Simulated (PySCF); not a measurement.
Point-charge models of `O=P1(c2ccco2)CC=CC1` against its computed dipole.

Coordinates (GFN2-xTB, Å) and charges (e) from the PBE0/pcSseg-1 density (PySCF):

```
atom       x       y       z  Mulliken      IAO  Hirshfeld  ESP-fitted
  O1  -0.738  -2.184  -1.370   -0.5861  -0.9072    -0.4015     -0.5986
  P2  -0.679  -0.971  -0.550   +0.9220  +1.5337    +0.4311     +0.5585
  C3   0.983  -0.289  -0.417   -0.0362  -0.1436    -0.0076     +0.1337
  C4   2.173  -0.802  -0.859   -0.1315  -0.1875    -0.0686     -0.2632
  C5   3.164   0.126  -0.471   -0.1532  -0.2233    -0.0845     -0.1967
  C6   2.504   1.128   0.175   +0.1628  +0.0135    +0.0163     -0.1034
  O7   1.188   0.888   0.214   -0.3599  -0.2227    -0.0541     -0.1148
  C8  -1.320  -1.044   1.181   -0.3591  -0.5308    -0.1177     -0.0846
  C9  -1.817   0.348   1.409   -0.1387  -0.1541    -0.0506     -0.2077
 C10  -2.032   1.092   0.335   -0.1332  -0.1525    -0.0501     -0.2656
 C11  -1.757   0.462  -0.993   -0.3658  -0.5315    -0.1177     -0.0932
 H12   2.299  -1.721  -1.392   +0.0934  +0.1844    +0.0664     +0.2077
 H13   4.218   0.057  -0.646   +0.0982  +0.1713    +0.0610     +0.1791
 H14   2.851   2.035   0.631   +0.1054  +0.1756    +0.0668     +0.1811
 H15  -0.567  -1.354   1.908   +0.1636  +0.1630    +0.0497     +0.0673
 H16  -2.136  -1.775   1.204   +0.1765  +0.1702    +0.0548     +0.1076
 H17  -1.986   0.694   2.416   +0.1009  +0.1536    +0.0504     +0.1422
 H18  -2.393   2.107   0.377   +0.1009  +0.1538    +0.0506     +0.1595
 H19  -1.291   1.146  -1.704   +0.1633  +0.1635    +0.0497     +0.0724
 H20  -2.670   0.067  -1.450   +0.1767  +0.1706    +0.0552     +0.1186
```

Task: Form Σ q r in debye for every column and set it beside the full dipole.

Result: The full density gives (0.98, 3.08, 2.02) D, 3.82 D in size; dipole vectors point from the negative to the positive end.

```tsv
scheme	μx	μy	μz	size (D)	share of the full size (%)	angle to the full dipole (°)
Mulliken	-0.22	1.75	1.40	2.25	59	21
IAO	1.05	3.45	2.28	4.27	112	1
Hirshfeld	0.65	2.57	1.65	3.12	82	3
ESP-fitted	0.98	3.08	2.02	3.81	100	0
```

Task: Which set comes closest?

Result: Length of the difference vector: ESP-fitted 0.01 D, IAO 0.46 D, Hirshfeld 0.72 D, Mulliken 1.90 D. Closest: ESP-fitted. The schemes that divide the density aren't constrained to reproduce the dipole.

Task: What is left for the Hirshfeld atoms' own dipoles?

Result: The shares of the density sum to the whole, so what Σ q r misses lies in dipoles about the nuclei. The atomic dipoles sum to (0.98, 3.08, 2.02) − (0.65, 2.57, 1.65) = (0.33, 0.51, 0.37) D, 0.72 D in size.

Task: With the origin at the mean of the coordinates, (0.000, 0.001, 0.000) Å, which are the largest single terms, by size, of the ESP-fitted dipole along the direction of the full one?

Result: O1 +7.71, P2 -3.36, H14 +2.36, H12 -1.53, H18 +0.98 D; all 20 atoms together +3.81 D. The single terms depend on the origin, their sum doesn't.

Task: Give the size of the full dipole in other units.

Result: 3.82 D = 1.501 au = 0.795 e·Å = 12.73 × 10⁻³⁰ C·m.

The structure is a single GFN2-xTB conformer in the gas phase; no vibrational or solvent corrections.

These values come from a run that also computed NMR shieldings. Rough CPU time on one thread of a shared machine: about 2.6 min.
